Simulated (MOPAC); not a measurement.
MOPAC input (AM1):

```
AM1 PRECISE GNORM=0.05 LET XYZ CHARGE=1 GEO-OK AUX(PRECISION=9) THREADS=1
FMg

Mg   -0.00000000 1   -0.00000000 1   -0.73115577 1
F     0.00000000 1    0.00000000 1    0.97487436 1
```

From the last part of the output:

```
                                                       MOPAC v23.2.5 Linux

          FINAL HEAT OF FORMATION =        131.84671 KCAL/MOL =     551.64665 KJ/MOL

          COSMO AREA              =         64.17 SQUARE ANGSTROMS
          COSMO VOLUME            =         45.97 CUBIC ANGSTROMS

          GRADIENT NORM           =          0.00985          =       0.00697 PER ATOM
          IONIZATION POTENTIAL    =         18.135944 EV
          HOMO LUMO ENERGIES (EV) =        -18.136 -7.999
          NO. OF FILLED LEVELS    =          4
          MOLECULAR WEIGHT        =         43.3034         POINT GROUP:  C*v

          MOLECULAR DIMENSIONS (Angstroms)

            Atom       Atom       Distance
            F     2   Mg     1     1.66797
            F     2   Mg     1     0.00000
           Mg     1    F     2     0.00000

          SCF CALCULATIONS        =          7

   ATOM   CHEMICAL          X               Y               Z
  NUMBER   SYMBOL      (ANGSTROMS)     (ANGSTROMS)     (ANGSTROMS)

     1      Mg          0.00000000  *   0.00000000  *  -0.71212429  *
     2       F         -0.00000000  *  -0.00000000  *   0.95584288  *

                             CARTESIAN COORDINATES

   1   Mg        0.000000000     0.000000000    -0.712124290
   2    F       -0.000000000    -0.000000000     0.955842880

           Empirical Formula: Mg F  =     2 atoms

      MOLECULAR POINT GROUP   :   C*v

                  EIGENVALUES
 -51.19958 -18.49283 -18.13594 -18.13594  -7.99858  -4.01859  -4.01859  -0.64378

              NET ATOMIC CHARGES AND DIPOLE CONTRIBUTIONS

  ATOM NO.   TYPE          CHARGE      No. of ELECS.   s-Pop       p-Pop
    1         Mg           1.382401        0.6176     0.11831     0.49928
    2          F          -0.382401        7.3824     1.85154     5.53086
 DIPOLE           X         Y         Z       TOTAL
 POINT-CHG.     0.000     0.000    -6.579     6.579
 HYBRID         0.000     0.000    -1.680     1.680
 SUM            0.000     0.000    -8.259     8.259

          ATOMIC ORBITAL ELECTRON POPULATIONS

     Atom    s        px        py        pz
    1 Mg   0.11831   0.15351   0.15351   0.19226
    2  F   1.85154   1.84649   1.84649   1.83788

 **********************
 *                    *
 * JOB ENDED NORMALLY *
 *                    *
 **********************

 == MOPAC DONE ==
```

The dipole moment of an ion depends on the origin.
